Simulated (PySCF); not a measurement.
# Relaxation of singlet TeS(OH)₂

Computed with PySCF, PBE0, basis Te def2-SVP with ECP28, S def2-SVP, O def2-SVP, H def2-SVP (scalar-relativistic core potentials, no spin–orbit coupling, density fitting). A (50,194) grid was used.

A start displaced from a saddle point along its imaginary mode, of Cs symmetry, held to at least that symmetry:

Coordinates in bohr (charge 0 multiplicity 1):
```
Te   -0.0052   -0.0286   -0.6676
S     0.0002    0.0009    3.5638
O     3.8030   -0.5811   -0.8962
O    -3.7666    0.7834   -0.8962
H     4.6722   -0.6118    0.7202
H    -4.5918    1.0581    0.7202
```

(1) What does it relax to?

(2) How much energy is released, and in how many steps?

Answers

(1) It ends at Cs with O–H 0.971 Å (×2), Te–O 1.977 Å (×2), Te–S 2.229 Å; H–O–Te 107.5° (×2), O–Te–O 97.8°, O–Te–S 102.6° (×2) (after a last refinement on a finer grid). A frequency run shows a minimum.

(2) 111.0 kJ/mol in 20 steps.

The relaxation took of the order of 2.3 core-minutes on a shared host.
